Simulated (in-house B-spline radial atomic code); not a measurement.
Orbital energies and mean radii along the 50-electron series, configuration [Kr] 4d10 5s2 5p2. The effective charge is n√(-2ε), a non-relativistic measure. Computed with an all-electron radial atomic-structure program (B-spline basis): Dirac-Hartree-Fock, average of the configuration, finite nuclei.

```json
{"ion": "Sn", "Z": "50", "energy of 4s1/2 (Eh)": "-5.8885", "mean radius of 4s1/2 (bohr)": "0.82204", "energy of 4p3/2 (Eh)": "-3.9606", "mean radius of 4p3/2 (bohr)": "0.89857", "energy of 5p3/2 (Eh)": "-0.24137", "mean radius of 5p3/2 (bohr)": "3.3059", "energy of 4p1/2 (Eh)": "-4.2511", "mean radius of 4p1/2 (bohr)": "0.87112", "effective charge of 4s1/2": "13.727"}
{"ion": "Sb+", "Z": "51", "energy of 4s1/2 (Eh)": "-6.8027", "mean radius of 4s1/2 (bohr)": "0.79319", "energy of 4p3/2 (Eh)": "-4.752", "mean radius of 4p3/2 (bohr)": "0.86374", "energy of 5p3/2 (Eh)": "-0.56869", "mean radius of 5p3/2 (bohr)": "2.7274", "energy of 4p1/2 (Eh)": "-5.0811", "mean radius of 4p1/2 (bohr)": "0.83683", "effective charge of 4s1/2": "14.754"}
{"ion": "Te2+", "Z": "52", "energy of 4s1/2 (Eh)": "-7.8258", "mean radius of 4s1/2 (bohr)": "0.76605", "energy of 4p3/2 (Eh)": "-5.6464", "mean radius of 4p3/2 (bohr)": "0.83128", "energy of 5p3/2 (Eh)": "-0.96349", "mean radius of 5p3/2 (bohr)": "2.3909", "energy of 4p1/2 (Eh)": "-6.0181", "mean radius of 4p1/2 (bohr)": "0.80487", "effective charge of 4s1/2": "15.825"}
{"ion": "I3+", "Z": "53", "energy of 4s1/2 (Eh)": "-8.9436", "mean radius of 4s1/2 (bohr)": "0.74051", "energy of 4p3/2 (Eh)": "-6.6295", "mean radius of 4p3/2 (bohr)": "0.80101", "energy of 5p3/2 (Eh)": "-1.4169", "mean radius of 5p3/2 (bohr)": "2.1562", "energy of 4p1/2 (Eh)": "-7.0482", "mean radius of 4p1/2 (bohr)": "0.77505", "effective charge of 4s1/2": "16.917"}
{"ion": "Xe4+", "Z": "54", "energy of 4s1/2 (Eh)": "-10.149", "mean radius of 4s1/2 (bohr)": "0.71646", "energy of 4p3/2 (Eh)": "-7.6943", "mean radius of 4p3/2 (bohr)": "0.77277", "energy of 5p3/2 (Eh)": "-1.9242", "mean radius of 5p3/2 (bohr)": "1.9776", "energy of 4p1/2 (Eh)": "-8.1645", "mean radius of 4p1/2 (bohr)": "0.7472", "effective charge of 4s1/2": "18.021"}
{"ion": "Cs5+", "Z": "55", "energy of 4s1/2 (Eh)": "-11.438", "mean radius of 4s1/2 (bohr)": "0.69378", "energy of 4p3/2 (Eh)": "-8.8364", "mean radius of 4p3/2 (bohr)": "0.74639", "energy of 5p3/2 (Eh)": "-2.4824", "mean radius of 5p3/2 (bohr)": "1.8345", "energy of 4p1/2 (Eh)": "-9.3631", "mean radius of 4p1/2 (bohr)": "0.72116", "effective charge of 4s1/2": "19.132"}
{"ion": "Ba6+", "Z": "56", "energy of 4s1/2 (Eh)": "-12.808", "mean radius of 4s1/2 (bohr)": "0.67238", "energy of 4p3/2 (Eh)": "-10.053", "mean radius of 4p3/2 (bohr)": "0.7217", "energy of 5p3/2 (Eh)": "-3.0897", "mean radius of 5p3/2 (bohr)": "1.7158", "energy of 4p1/2 (Eh)": "-10.642", "mean radius of 4p1/2 (bohr)": "0.69676", "effective charge of 4s1/2": "20.245"}
{"ion": "La7+", "Z": "57", "energy of 4s1/2 (Eh)": "-14.258", "mean radius of 4s1/2 (bohr)": "0.65216", "energy of 4p3/2 (Eh)": "-11.343", "mean radius of 4p3/2 (bohr)": "0.69857", "energy of 5p3/2 (Eh)": "-3.7447", "mean radius of 5p3/2 (bohr)": "1.615", "energy of 4p1/2 (Eh)": "-11.998", "mean radius of 4p1/2 (bohr)": "0.67388", "effective charge of 4s1/2": "21.36"}
{"ion": "Ce8+", "Z": "58", "energy of 4s1/2 (Eh)": "-15.786", "mean radius of 4s1/2 (bohr)": "0.63303", "energy of 4p3/2 (Eh)": "-12.704", "mean radius of 4p3/2 (bohr)": "0.67686", "energy of 5p3/2 (Eh)": "-4.4462", "mean radius of 5p3/2 (bohr)": "1.5277", "energy of 4p1/2 (Eh)": "-13.432", "mean radius of 4p1/2 (bohr)": "0.65238", "effective charge of 4s1/2": "22.475"}
```

(1) How does the screening of 4s1/2 change?

Answers

(1) Z less the effective charge goes from 36.27 at Z = 50 to 35.52 at Z = 58.
